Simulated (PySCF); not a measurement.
## Nuclear quadrupole coupling in `CN[Si@@H]([SiH3])[SiH2]C(F)(F)F`

Species: C2H10F3NSi3.
Cartesian coordinates in Å at the GFN2-xTB level; atoms count from 1:
```xyz
19
C2H10F3NSi3 angstrom
C      2.945   -0.573   -0.250
N      1.575   -1.020   -0.174
Si     0.313   -0.046    0.497
Si     0.437    2.090   -0.436
Si    -1.557   -1.350    0.069
C     -3.013   -0.087    0.304
F     -4.241   -0.635    0.291
F     -3.016    0.863   -0.661
F     -2.920    0.591    1.474
H      3.485   -1.140   -1.009
H      3.474   -0.678    0.703
H      2.956    0.479   -0.530
H      1.531   -2.020   -0.043
H      0.424    0.059    1.983
H      1.556    2.865    0.121
H     -0.785    2.844   -0.172
H      0.649    2.057   -1.886
H     -1.966   -2.426    0.983
H     -1.856   -1.865   -1.272
```

Field gradients from the PBE0/pcSseg-1 density (PySCF, non-relativistic), principal values in atomic units, ordered |Vxx| ≤ |Vyy| ≤ |Vzz|:

```tsv
atom	Vxx	Vyy	Vzz
N2	0.3825	0.7051	-1.0876
```

**Question.** Find the asymmetry η = (Vxx − Vyy)/Vzz and the couplings χ = eQV/h (234.96 MHz × Q in barn × V in au), with Q(14N) = 0.02044 b.

**Answer.** 
| atom | environment | nucleus | η | χzz (MHz) | χxx (MHz) | χyy (MHz) |
| --- | --- | --- | --- | --- | --- | --- |
| N2 | silicon-bound nitrogen | 14N | 0.30 | -5.22 | 1.84 | 3.39 |

**Question.** What is Vzz at N2 in SI units (1 au = 9.71736 × 10²¹ V/m²)?

**Answer.** -1.0876 au = -10.569 × 10²¹ V/m².

**Question.** And the gradient at the other heavy atoms, for which no coupling is worked out here?

**Answer.** 
| atom | environment | Vzz (au) | η |
| --- | --- | --- | --- |
| C1 | N-methyl carbon | 0.239 | 0.05 |
| Si3 | SiH silicon | 0.227 | 0.72 |
| Si4 | SiH3 silicon | 0.105 | 0.84 |
| Si5 | SiH2 silicon | 0.439 | 0.46 |
| C6 | CF3 carbon | -0.551 | 0.03 |
| F7 | fluorine of a CF3 group | 2.846 | 0.05 |
| F8 | fluorine of a CF3 group | 2.816 | 0.04 |
| F9 | fluorine of a CF3 group | 2.809 | 0.05 |

Were the hydrogens deuterons (Q(2H) = 0.00286 b), χzz would run from 94 kHz (H14) to 281 kHz (H13).

Isolated species at its GFN2-xTB geometry (one conformer only). GFN2-xTB bond lengths can be off by several hundredths of an ångström, more for odd bonds, and the gradients follow them. With a basis this small, the couplings can be 20 % off.
